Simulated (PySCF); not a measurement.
Species: C₆H₆F₃O (doublet state).
Z-matrix (Å and degrees, GFN2-xTB geometry), rows numbered from 1:
```
C 
C   1  1.3328
O   2  1.3446  1  121.45
C   3  1.3422  2  120.75  1  -175.71
C   4  1.4903  3  116.40  2  -165.00
C   5  1.5045  4  107.79  3    88.09
F   6  1.3488  5  115.18  4    78.39
C   6  1.3296  5  125.84  4   -94.60
F   8  1.3299  6  122.92  5    -7.93
F   8  1.3279  6  126.30  5   173.37
H   1  1.0721  2  120.71  3  -179.80
H   1  1.0743  2  120.96  3    -0.25
H   2  1.0859  1  122.40  3  -179.79
H   4  1.0809  3  118.73  2    -7.68
H   5  1.0907  4  110.50  3  -153.26
H   5  1.0893  4  109.88  3   -31.14
```

The hyperfine couplings belong to this conformer and change with its torsions.

As a line formula: `C=CO[CH]CC(F)=C(F)F` [radical].

Level of theory: UKS B3LYP, pcH-1 on C F H O, non-relativistic, mean-field spin-orbit, GIAO (PySCF). Isolated species at its GFN2-xTB geometry (one conformer only). Couplings are sensitive to structure, and on GFN2-xTB geometries they can be far from those on DFT ones. Stability of the SCF solution: not tested.

The largest Mulliken spin populations are on C4 (+0.88), C1 (+0.11), O3 (+0.09) and C5 (-0.06). C4 is the only atom above +0.15. The angles at C4 add up to 355.9°, so it is nearly planar; its axial dipolar tensor and the negative coupling of its proton fit spin in a p orbital normal to that plane.

Question: McConnell's relation a(H) = Q·ρ ties the coupling of a proton on a planar π carbon to the spin population of that carbon. What Q do the computed values give?

Answer: 
| H | C | ρ(C) | a(H) (G) | a/ρ (G) |
| --- | --- | --- | --- | --- |
| H11 | C1 | +0.112 | -2.69 | -24.0 |
| H12 | C1 | +0.112 | -2.41 | -21.6 |

These protons share one ρ (within 0.01), so their mean ratio, Q = -22.8 G, is no test of linearity. In McConnell's picture π spin on carbon polarises the C–H bond and leaves opposite spin at the proton, which makes Q negative, as found here.

Question: How do the β-proton couplings of this frozen conformer go with θ, the angle between the C–H bond and the normal to the plane of the spin centre's three neighbours, both seen down the bond from centre to carbon?

Answer: 
```json
{"β H": "H15", "on": "C5", "centre": "C4", "θ (°)": "53", "cos²θ": "0.36", "a (G)": "+9.28"}
{"β H": "H16", "on": "C5", "centre": "C4", "θ (°)": "69", "cos²θ": "0.13", "a (G)": "+7.40"}
```

Couplings in gauss use g_iso = 2.0031.
